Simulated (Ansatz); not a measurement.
Input for Ansatz (development build ahead of 0.2.0):

```yaml
crystal:
  periodic: [false, false, false]
  atoms:
    - { symbol: C, position_ang: [1.4, 0.0, 0.0] }
    - { symbol: C, position_ang: [0.7, 1.21244, 0.0] }
    - { symbol: C, position_ang: [-0.7, 1.21244, 0.0] }
    - { symbol: C, position_ang: [-1.4, 0.0, 0.0] }
    - { symbol: C, position_ang: [-0.7, -1.21244, 0.0] }
    - { symbol: C, position_ang: [0.7, -1.21244, 0.0] }
    - { symbol: F, position_ang: [4.0, 0.0, 0.0] }
    - { symbol: H, position_ang: [1.2425, 2.15207, 0.0] }
    - { symbol: H, position_ang: [-1.2425, 2.15207, 0.0] }
    - { symbol: H, position_ang: [-2.485, 0.0, 0.0] }
    - { symbol: H, position_ang: [-1.2425, -2.15207, 0.0] }
    - { symbol: H, position_ang: [1.2425, -2.15207, 0.0] }
basis:
  gaussian: { orbitals: def2-SVP }
hamiltonian:
  xc: hf
```

The input is written out in the form of the current development build from the run's settings.

Output:

```yaml
Converged: yes
Total_energy: -329.06044 hartree
Spin_squared_of_the_determinant: 0.000
Stability_test: minimum among restricted orbitals
```

Caution: an unrestricted determinant lies well below.
